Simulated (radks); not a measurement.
Q: Species: neutral chlorine. Configuration: [Ne] 3s2 3p5 (the NIST ground configuration). Method: non-relativistic Kohn-Sham, LDA (Slater exchange, Perdew-Wang correlation), spin-polarised, spherical densities, point nucleus; open shells are filled with parallel spins first; hard spherical wall at 4 bohr; computed with a radial shooting solver on a logarithmic mesh with Libxc functionals. Some entries of the table are withheld. Estimate them.

| orbital | occ. | eigenvalue (eV) | <1/r> (bohr^-1) |
|---|---|---|---|
| 1s up | 1 | -2726.683 | 16.51 |
| 1s down | 1 | -2726.496 | 16.51 |
| 2s up | 1 | -245.9283 | 3.271 |
| 2s down | 1 | -245.7261 | 3.272 |
| 2p up | 3 | -187.4558 | 3.192 |
| 2p down | 3 | -187.2047 | 3.193 |
| 3s up | 1 | -18.0737 | 0.9013 |
| 3s down | 1 | -17.1643 | 0.8986 |
| 3p up | 3 | (1) | (2) |
| 3p down | 2 | (3) | (4) |
| 3d up | 0 | 11.1401 | 0.5895 |
| 3d down | 0 | 11.8605 | 0.5854 |
| 4s up | 0 | 18.2665 | 0.6134 |
| 4s down | 0 | 18.7603 | 0.6143 |
| 4p up | 0 | (5) | 0.6505 |
| 4p down | 0 | (6) | 0.6528 |

A: 
(1) 3p up eigenvalue (eV): -5.9544
(2) 3p up <1/r> (bohr^-1): 0.7867
(3) 3p down eigenvalue (eV): -5.1031
(4) 3p down <1/r> (bohr^-1): 0.7825
(5) 4p up eigenvalue (eV): 25.3687
(6) 4p down eigenvalue (eV): 25.8896
